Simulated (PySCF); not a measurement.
GeI4, charge -1, doublet, at a GFN2-xTB geometry (a state made from the parent by changing its charge; the spin is typed, not shown lowest) (core potentials on I); BHANDHLYP/def2-SVP in PySCF.

Here is a job for PySCF.
```python
from pyscf import gto, scf, dft

mol = gto.Mole()
mol.atom = '''
    I    -1.01498190    2.44307870   -0.83070020
    Ge   -0.00000000   -0.00000000   -0.00000000
    I    -1.89317457   -1.98061983   -0.42652050
    I     0.61477469    0.12473657    2.70099564
    I     2.29338179   -0.58719544   -1.44377495
'''
mol.basis = 'def2-svp'
mol.ecp = {'I': 'def2-svp'}
mol.charge = -1
mol.spin = 1
mol.verbose = 4
mol.build()

mf = dft.UKS(mol)
mf.xc = 'bhandhlyp'
mf.kernel()
```

What the program printed (banner, timings and long lists left out):

```
PySCF version 2.14.0

[INPUT] verbose = 4
[INPUT] num. atoms = 5
[INPUT] num. electrons = 133
[INPUT] charge = -1
[INPUT] spin (= nelec alpha-beta = 2S) = 1
[INPUT] symmetry False subgroup None
[INPUT] Mole.unit = angstrom
[INPUT] Symbol           X                Y                Z      unit          X                Y                Z       unit  Magmom
[INPUT]  1 I     -1.014981900000   2.443078700000  -0.830700200000 AA   -1.918037812391   4.616749643758  -1.569795869621 Bohr   0.0
[INPUT]  2 Ge     0.000000000000   0.000000000000   0.000000000000 AA    0.000000000000   0.000000000000   0.000000000000 Bohr   0.0
[INPUT]  3 I     -1.893174570000  -1.980619830000  -0.426520500000 AA   -3.577581443291  -3.742829035583  -0.806006931513 Bohr   0.0
[INPUT]  4 I      0.614774690000   0.124736570000   2.700995640000 AA    1.161755792414   0.235717955018   5.104142023244 Bohr   0.0
[INPUT]  5 I      2.293381790000  -0.587195440000  -1.443774950000 AA    4.333863482165  -1.109638563193  -2.728339241008 Bohr   0.0

nuclear repulsion = 1048.93246299493
number of shells = 52
number of NR pGTOs = 318
number of NR cGTOs = 136
basis = def2-svp
ecp = {'I': 'def2-svp'}

******** <class 'pyscf.dft.uks.UKS'> ********
method = UKS
initial guess = minao
damping factor = 0
level_shift factor = 0
DIIS = <class 'pyscf.scf.diis.CDIIS'>
diis_start_cycle = 1
diis_space = 8
diis_damp = 0
SCF conv_tol = 1e-09
SCF conv_tol_grad = None
SCF max_cycles = 50
direct_scf = True
direct_scf_tol = 1e-13
number electrons alpha = 67  beta = 66
XC library pyscf.dft.libxc version 7.1.2
    S. Lehtola, C. Steigemann, M. J. T. Oliveira, and M. A. L. Marques,  SoftwareX 7, 1–5 (2018)
XC functionals = bhandhlyp
    A. D. Becke,  J. Chem. Phys. 98, 1372 (1993)
    Defined through Gaussian implementation.
radial grids:
    Treutler-Ahlrichs [JCP 102, 346 (1995); DOI:10.1063/1.469408] (M4) radial grids

becke partition: Becke, JCP 88, 2547 (1988); DOI:10.1063/1.454033
pruning grids: <function nwchem_prune>
grids dens level: 3
symmetrized grids: False
atomic radii adjust function: <function treutler_atomic_radii_adjust>
small_rho_cutoff = 0
Set gradient conv threshold to 3.16228e-05
tot grids = 108472
init E= -3138.9736173586

cycle= 1 E= -3262.85946618095  delta_E= -124  |g|= 3.56  |ddm|= 11.3
cycle= 2 E= -3265.0656477008  delta_E= -2.21  |g|= 2.46  |ddm|= 9.14
cycle= 3 E= -3267.25997413423  delta_E= -2.19  |g|= 0.715  |ddm|= 3.87
cycle= 4 E= -3267.54032418353  delta_E= -0.28  |g|= 0.268  |ddm|= 1.53
cycle= 5 E= -3267.58028686254  delta_E= -0.04  |g|= 0.0145  |ddm|= 0.343
cycle= 6 E= -3267.58063926284  delta_E= -0.000352  |g|= 0.00488  |ddm|= 0.0389
cycle= 7 E= -3267.58069944251  delta_E= -6.02e-05  |g|= 0.00261  |ddm|= 0.0171
cycle= 8 E= -3267.58071546335  delta_E= -1.6e-05  |g|= 0.00121  |ddm|= 0.0107
cycle= 9 E= -3267.58071803006  delta_E= -2.57e-06  |g|= 0.000165  |ddm|= 0.00512
cycle= 10 E= -3267.58071807383  delta_E= -4.38e-08  |g|= 1.3e-05  |ddm|= 0.00081
cycle= 11 E= -3267.58071807421  delta_E= -3.78e-10  |g|= 3.52e-06  |ddm|= 6.57e-05
Extra cycle  E= -3267.58071807421  delta_E= 4.55e-12  |g|= 4.17e-06  |ddm|= 1.68e-05
converged SCF energy = -3267.58071807421  <S^2> = 0.76560246  2S+1 = 2.0155421
```
